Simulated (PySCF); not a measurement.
ClF2H3Si2, SMILES F[SiH](F)[SiH2]Cl.

Coordinates come from a PBE0-D3(BJ)/def2-SVP optimisation. The structure was generated by enumeration, and PubChem lists no compound with its InChIKey, so it may never have been made. One conformer was computed; it need not be the lowest.

The numbers are results of TDA-CAM-B3LYP/def2-SVPD (PySCF 2.14.0), not measurements.

Vertical excitations. The molecule is in vacuum.

```csv
state,energy (eV),λ (nm),f,main pairs
S1,6.26,198,0.012,HOMO→LUMO 96 %
S2,6.90,180,0.026,HOMO→LUMO+1 87 %
S3,7.06,176,0.014,HOMO−1→LUMO 87 %
S4,7.88,157,0.073,"HOMO−2→LUMO 43 %, HOMO→LUMO+2 17 %, HOMO−1→LUMO+1 15 %, HOMO→LUMO+4 12 %"
S5,8.01,155,0.019,"HOMO→LUMO+2 70 %, HOMO−2→LUMO 24 %"
S6,8.15,152,0.037,"HOMO−1→LUMO+1 67 %, HOMO−2→LUMO 14 %"
S7,8.22,151,0.131,"HOMO→LUMO+3 68 %, HOMO−1→LUMO+1 12 %"
S8,8.60,144,0.029,HOMO−1→LUMO+2 72 %
S9,8.65,143,0.092,"HOMO−2→LUMO+1 46 %, HOMO→LUMO+6 10 %, HOMO→LUMO+4 9 %, HOMO−1→LUMO+2 7 %"
S10,8.71,142,0.063,"HOMO→LUMO+4 46 %, HOMO−2→LUMO+1 24 %, HOMO→LUMO+5 9 %"
T1,5.57,223,0,HOMO→LUMO 92 %
T2,6.01,206,0,HOMO→LUMO+1 90 %
T3,6.66,186,0,HOMO−1→LUMO 90 %
T4,7.16,173,0,"HOMO→LUMO+2 38 %, HOMO→LUMO+3 26 %, HOMO−2→LUMO 18 %"
```
Triplets are in the Tamm–Dancoff approximation.
